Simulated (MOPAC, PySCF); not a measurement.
C$_{2}$H$_{4}$OS, SMILES `C(O)C=S` (H–O–C–C torsion -66°, O–C–C–S torsion 142°), neutral singlet in the gas phase. 

Cartesian coordinates (Å):
SMILES: OCC=S
```xyz
8

O     -1.4114     0.8420    -0.1839
C     -0.5422    -0.2798    -0.1228
C      0.8937     0.1213    -0.2531
S      2.1310    -0.5244     0.5552
H     -1.2459     1.3833     0.5974
H     -0.6923    -0.8829     0.7801
H     -0.7999    -0.9031    -0.9887
H      1.0500     0.9294    -0.9753
```
Charge 0, multiplicity 1.

All levels are single points at this geometry (r2SCAN-D4/def2-TZVP); Pople sets use spherical d functions. Orbital energies aren't observables, and empty levels follow the basis.

PBE/6-31G* in PySCF gives gap (eV) = 2.07.

### Question
Estimate the gap (eV) from each of these levels: PBE-D3(BJ)/def2-TZVP in PySCF; r2SCAN-D4/def2-TZVP in PySCF; B3LYP/3-21G in PySCF; B3LYP/LANL2DZ in PySCF; BP86/6-31G* in PySCF; M06-2X/6-31G* in PySCF; HF/3-21G in PySCF; AM1 in MOPAC.

### Answer

```json
[
 {"level": "PBE-D3(BJ)/def2-TZVP in PySCF", "gap (eV)": "2.03"},
 {"level": "r2SCAN-D4/def2-TZVP in PySCF", "gap (eV)": "2.36"},
 {"level": "B3LYP/3-21G in PySCF", "gap (eV)": "3.85"},
 {"level": "B3LYP/LANL2DZ in PySCF", "gap (eV)": "3.81"},
 {"level": "BP86/6-31G* in PySCF", "gap (eV)": "2.08"},
 {"level": "M06-2X/6-31G* in PySCF", "gap (eV)": "6.42"},
 {"level": "HF/3-21G in PySCF", "gap (eV)": "10.93"},
 {"level": "AM1 in MOPAC", "gap (eV)": "7.61"}
]
```
